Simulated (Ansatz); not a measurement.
SbMe2H (C2H7Sb). Total charge 0; singlet. Geometry PBE0-D4/def2-SVP; atoms count from 1.

```xyz
10

C     1.1678   -0.5741   -0.9597
C    -0.8051    0.6819    1.2251
Sb   -0.6919   -1.1258    0.0224
H     1.9977   -0.7013   -0.2498
H     1.1345    0.4701   -1.2992
H     1.3399   -1.2336   -1.8221
H    -1.8119    0.7762    1.6560
H    -0.5836    1.5694    0.6168
H    -0.0774    0.6107    2.0462
H    -1.6700   -0.4736   -1.2357
```

In the def2 sets Sb takes a core potential; there is no spin–orbit coupling.

(1) Estimate the Mulliken populations from the PBE0/def2-TZVP orbitals of Ansatz.

(2) And the Mayer bond orders between heavy atoms (over 0.3)?

## Answers

(1) 
| atom | charge (e) |
| --- | --- |
| C1 | -0.59 |
| C2 | -0.59 |
| Sb3 | 0.37 |
| H4 | 0.14 |
| H5 | 0.14 |
| H6 | 0.14 |
| H7 | 0.14 |
| H8 | 0.14 |
| H9 | 0.14 |
| H10 | -0.04 |
Mulliken values depend strongly on the basis.

(2) C1–Sb3 0.96 (2.17 Å); C2–Sb3 0.96 (2.17 Å).
